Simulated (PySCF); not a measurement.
Correlation energy of F+ (fluorine, charge +1)

[He] 2s2 2p4, high-spin 3P determinant. All numbers are calculated (PySCF 2.14, scalar relativity by spin-free X2C-1e, in x2c-TZVPall (5s3p2d1f, 31 functions)). Frozen: 1s2; 6 electrons correlated.

MP2 pair energies summed by pair of shells (mhartree):

| pair | energy | share (%) |
| --- | --- | --- |
| 2p-2p | -66.48 | 47.2 |
| 2s-2p | -64.69 | 45.9 |
| 2s-2s | -9.71 | 6.9 |

Total MP2 correlation energy: -140.88 mhartree.

Same-spin part -34.11 and opposite-spin part -106.77 mhartree; SCS-MP2 scales them by 1/3 and 6/5 to -139.50 mhartree.

```csv
level,correlation energy (mhartree)
CCSD,-156.64
(T),-1.90
CCSD(T),-158.54
```

Diagnostics: T1 = 0.0041, D1 = 0.0077, largest double amplitude 0.028.

Cost of the coupled-cluster step: 0.37 s of wall time on 1 thread of Neoverse-V1 (shared host), for 6 correlated electrons.
